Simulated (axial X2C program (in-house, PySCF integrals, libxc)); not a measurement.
Spin–orbit effects down a group: molecules with Cr, PBE0

Calculated with an axial X2C code built on PySCF integrals, spin-free (one-electron X2C) or two-component (2c: spin–orbit coupling with atomic mean-field Coulomb and Gaunt terms, which also bring small scalar terms), in Dyall basis sets with cores contracted in-house; open shells are unrestricted.

Basis sets: Ca dyall-cv3z, Cr dyall-cv3z, Mg dyall-cv3z, Sr dyall-cv3z.

| molecule | spin-free state | Re (Å) | ωe (cm⁻¹) | De (eV) | 2c state | Re 2c (Å) | ωe 2c (cm⁻¹) | De 2c (eV) |
| --- | --- | --- | --- | --- | --- | --- | --- | --- |
| MgCr | M_S = 3, Λ = 0 | 2.919 | 156.9 | 0.37 | Ω = 3 | 2.920 | 156.7 | 0.37 |
| CaCr | M_S = 3, Λ = 0 | 3.173 | 129.7 | 0.49 | Ω = 3 | 3.174 | 129.6 | 0.49 |
| SrCr | M_S = 3, Λ = 0 | 3.343 | 100.0 | 0.45 | Ω = 3 | 3.343 | 99.9 | 0.45 |

Each entry is the lowest single determinant of a limited PBE0 search at one distance. De goes to single-determinant-based atoms at the same level (for ions the charge split of lowest energy) and is withheld (n/a) where an atom does not fit its ground term or J level. Main or longest-lived isotopes. One determinant is a doubtful description, or other states lie close, for MgCr, CaCr, SrCr; these need not be ground states, and all values refer to the states named. Some open-shell Ω = 0 determinants are out of reach, so the Ω given for MgCr, CaCr, SrCr need not be the lowest component. With several unpaired electrons the Ω given is that of one determinant, not necessarily of the lowest component.
